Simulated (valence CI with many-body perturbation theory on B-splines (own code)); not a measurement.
Results of a calculation; reference values are marked as such.
## Dy60+ in three bases

Level of theory: relativistic CI+MBPT: four valence electrons over a frozen Dirac-Fock core [He], a basis of 9 s, 9 p, 8 d, 6 f, 3 g, 1 h functions for each j, with the one-electron correlation potential Σ1 (screened to all orders), the two-electron term Σ2, the three-electron term Σ3, Breit, model QED; selected single and double excitations, second order for the rest, scaled by the run's own slope (own B-spline code, finite nucleus).

The last digits are not significant, and no measured levels were compared; by estimate large intervals hold to a few tenths of a per cent, small ones and those within an open d or f shell to about a per cent.

The reference run has the lowest level (2s^2 2p1/2^2) J=0 and an ionisation energy of 14145.1 eV. Its largest variational space holds 20000 state functions.

Levels are named by their leading jj configuration (3d3/2^4 stands for four electrons in 3d with j = 3/2), which in mixed levels can hold well under half, so a name can repeat and another be missing. Letters in brackets count levels of one name in rising energy.

Changed runs:
A. basis 6 s, 6 p, 5 d, 3 f, 1 g
B. basis 5 s, 5 p, 4 d, 2 f

Excitation energies of the reference run in cm⁻¹, and shifts in cm⁻¹:

| Level | Reference | A | B |
| --- | --- | --- | --- |
| (2s^2 2p1/2 2p3/2) J=1 | 6715790 | +32 | -181 |
| (2s^2 2p1/2 2p3/2) J=2 | 6858450 | +176 | +189 |
| (2s 2p1/2^2 2p3/2) J=2 | 8744720 | -60 | -337 |
| (2s 2p1/2^2 2p3/2) J=1 | 9360900 | +40 | +114 |
| (2s^2 2p3/2^2) J=2 | 13722300 | +137 | -32 |
| (2s^2 2p3/2^2) J=0 | 14153600 | +107 | +173 |
| (2s 2p1/2 2p3/2^2) J=2 [a] | 15263200 | -110 | -674 |
| (2s 2p1/2 2p3/2^2) J=3 | 15598500 | +157 | -36 |
| (2s 2p1/2 2p3/2^2) J=0 | 16012800 | -55 | -158 |
| (2s 2p1/2 2p3/2^2) J=1 [a] | 16171300 | +82 | -21 |
| (2s 2p1/2 2p3/2^2) J=2 [b] | 16251500 | +215 | +339 |
| (2s 2p1/2 2p3/2^2) J=1 [b] | 16280600 | +90 | +136 |
| Ionisation energy (eV) | 14145.1 | +0.0053 | -0.079 |
